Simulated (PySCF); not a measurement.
GaCl3, SMILES [Cl][Ga]([Cl])[Cl].

Coordinates come from a PBE0-D3(BJ)/def2-SVP optimisation. The isomer is the one that the SMILES or the coordinates give; other isomers of the formula were not compared.

Level of theory: TDDFT-PBE/def2-SVPD (PySCF).

Vertical excitations; the highest root listed may be one member of a degenerate set. Isolated molecule, no solvent. State labels are in the subgroup C2v.

```tsv
state	symmetry	energy (eV)	λ (nm)	f	main pairs
S1	B1	5.07	245	0.000	HOMO→LUMO 100 %
S2	B2	5.38	230	0.000	HOMO−1→LUMO (degenerate set)
S3	A2	5.38	230	0.000	HOMO−2→LUMO (degenerate set)
S4	B1	5.50	225	0.034	HOMO−3→LUMO (degenerate set)
S5	A1	5.50	225	0.034	HOMO−4→LUMO (degenerate set)
S6	A2	5.71	217	0.000	HOMO→LUMO+1 100 %
S7	A2	6.06	204	0.000	HOMO−3→LUMO+1 (degenerate set)
S8	B2	6.06	204	0.000	HOMO−4→LUMO+1 (degenerate set)
S9	B2	6.13	202	0.037	HOMO−5→LUMO 99 %
S10	A1	6.34	196	0.046	HOMO−1→LUMO+1 86 %
T1	B1	4.78	259	0	HOMO→LUMO 100 %
T2	B2	5.11	243	0	HOMO−1→LUMO (degenerate set)
T3	A2	5.11	243	0	HOMO−2→LUMO (degenerate set)
T4	A1	5.11	242	0	HOMO−4→LUMO 100 %
```
Triplets are in the Tamm–Dancoff approximation, which puts them higher than full response would, so one can lie above its singlet here.
